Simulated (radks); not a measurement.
Re XXXIII, 43 electrons, occupied as [Kr] 4d7. Calculated with a radial shooting solver on a logarithmic mesh with Libxc functionals: scalar-relativistic Kohn-Sham, PBEsol, spin-polarised, spherical densities, finite nucleus; open shells are filled with parallel spins first (spin-orbit coupling, left out, can overturn this in heavy ions); Fermi nuclear charge, rms radius 5.3698 fm.

Radial electron density D(r) = 4 pi r^2 rho(r):

r (bohr)   D(r) (e/bohr)   spin D(r)
0.0006681          4.365  -0.0000576
0.0007593          5.337  -0.0000703
0.000863           6.514  -0.0000856
0.0009808          7.931   -0.000104
0.001115           9.632   -0.000126
0.001277           11.80   -0.000154
0.001452           14.25   -0.000185
0.00165            17.13   -0.000222
0.001875           20.51   -0.000265
0.002131           24.45   -0.000314
0.002422           28.99   -0.000371
0.002753           34.16   -0.000434
0.003129           39.98   -0.000505
0.003556           46.43   -0.000581
0.004074           53.91   -0.000668
0.00463            61.41   -0.000752
0.005263           69.17   -0.000834
0.005981           76.92   -0.000909
0.006798           84.35   -0.000968
0.007726           91.05   -0.000997
0.008781           96.59   -0.000975
0.009981           100.6   -0.000860
0.01134            102.7   -0.000576
0.013              102.7   0.0000721
0.01477            100.9     0.00130
0.01679            97.82     0.00368
0.01908            94.42     0.00819
0.02169            91.95      0.0166
0.02465            91.76      0.0319
0.02801            94.94      0.0593
0.03184            101.9       0.107
0.03618            112.0       0.186
0.04146            124.1       0.324
0.04712            133.7       0.528
0.05355            138.8       0.826
0.06086            137.3        1.24
0.06917            129.6        1.76
0.07862            118.9        2.36
0.08936            109.8        2.96
0.1016             106.8        3.41
0.1154             111.3        3.54
0.1322             120.2        3.15
0.1503             125.0        2.27
0.1708             119.6        1.11
0.1942             102.5       0.172
0.2207             79.08      0.0632
0.2508             58.77        1.23
0.285              48.67        3.59
0.324              48.65        6.43
0.3682             51.89        8.61
0.4218             50.25        9.15
0.4794             40.97        7.84
0.5449             27.39        5.50
0.6193             14.76        3.12
0.7039             6.317        1.42
0.8                2.107       0.502
0.9093            0.5349       0.136
1.033             0.1001      0.0273
1.175            0.01331     0.00388
1.346           0.001024    0.000318

D(r) has 4 maxima, at r = 0.0122, 0.0553, 0.152, 0.383 bohr, and minima at 0.0233, 0.0999, 0.301 bohr, inside which lie 1.89, 11.06, 29.10 electrons.
